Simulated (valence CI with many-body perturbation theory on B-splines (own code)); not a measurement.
Results of a calculation; reference values are marked as such.
From CI to CI+MBPT in Hf65+

Level of theory: valence CI with perturbative core correlation (CI+MBPT): five valence electrons over a frozen Dirac-Fock core [He], radial functions for each j: 9 s, 9 p, 8 d, 6 f, 3 g, 1 h, with the one-electron correlation potential Σ1 (screened to all orders), the two-electron term Σ2, the three-electron term Σ3, Breit, model QED; selected single and double excitations, second order for the rest (own B-spline code, finite nucleus).

The last digits are not significant, and no measured levels were compared; by estimate large intervals hold to a few tenths of a per cent, small ones and those within an open d or f shell to about a per cent. Among the levels kept, up to 1100 cm⁻¹ of a level comes from second order outside the variational space, and about a tenth of that is noise between levels of different J, which matters for small intervals.

Each rung adds one term. CI alone is the Dirac-Coulomb CI over the frozen core; QED comes last and gives the full result, which names the levels. Energies are above (2s^2 2p1/2^2 2p3/2) J=3/2 on the same rung, in × 10³ cm⁻¹.

Levels are named by their leading jj configuration (3d3/2^4 stands for four electrons in 3d with j = 3/2), which in mixed levels can hold well under half, so a name can repeat and another be missing. Letters in brackets count levels of one name in rising energy.

| Level | CI alone |
| --- | --- |
| (2s^2 2p1/2 2p3/2^2) J=3/2 | 9965.8 |
| (2s^2 2p1/2 2p3/2^2) J=5/2 | 10226 |
| (2s^2 2p1/2 2p3/2^2) J=1/2 | 10537 |
| (2s 2p1/2^2 2p3/2^2) J=5/2 | 12701 |
| (2s 2p1/2^2 2p3/2^2) J=1/2 | 13451 |
| (2s 2p1/2^2 2p3/2^2) J=3/2 | 13513 |
| (2s^2 2p3/2^3) J=3/2 | 20549 |
| (2s 2p1/2 2p3/2^3) J=3/2 [a] | 22840 |
| (2s 2p1/2 2p3/2^3) J=5/2 | 23245 |
| (2s 2p1/2 2p3/2^3) J=1/2 | 23669 |
| (2s 2p1/2 2p3/2^3) J=3/2 [b] | 23780 |
| (2p1/2^2 2p3/2^3) J=3/2 | 26721 |
| (2s 2p3/2^4) J=1/2 | 33772 |
| (2p1/2 2p3/2^4) J=1/2 | 36925 |
| (2s^2 2p1/2^2 3s) J=1/2 | 67246 |
| (2s^2 2p1/2^2 3p1/2) J=1/2 | 68059 |

What do these energies become with core correlation, Breit and QED?

(2s^2 2p1/2 2p3/2^2) J=3/2 9848.0 (-117.79); (2s^2 2p1/2 2p3/2^2) J=5/2 10034 (-192.42); (2s^2 2p1/2 2p3/2^2) J=1/2 10439 (-97.75); (2s 2p1/2^2 2p3/2^2) J=5/2 12524 (-177.50); (2s 2p1/2^2 2p3/2^2) J=1/2 13348 (-102.17); (2s 2p1/2^2 2p3/2^2) J=3/2 13359 (-153.75); (2s^2 2p3/2^3) J=3/2 20308 (-240.30); (2s 2p1/2 2p3/2^3) J=3/2 [a] 22588 (-252.73); (2s 2p1/2 2p3/2^3) J=5/2 22915 (-329.79); (2s 2p1/2 2p3/2^3) J=1/2 23416 (-253.04); (2s 2p1/2 2p3/2^3) J=3/2 [b] 23484 (-295.70); (2p1/2^2 2p3/2^3) J=3/2 26437 (-283.68); (2s 2p3/2^4) J=1/2 33409 (-362.21); (2p1/2 2p3/2^4) J=1/2 36520 (-404.96); (2s^2 2p1/2^2 3s) J=1/2 67204 (-42.18); (2s^2 2p1/2^2 3p1/2) J=1/2 68016 (-42.26).

How does the ionisation energy move along the ladder, and which term matters most?

CI alone 15694, + Σ1 15694, + Σ2 15694, + Σ3 15694, + Breit 15681, + QED 15679 eV. The largest step is Breit, -13 eV. NIST lists 15680 ± 30 eV (theoretical).
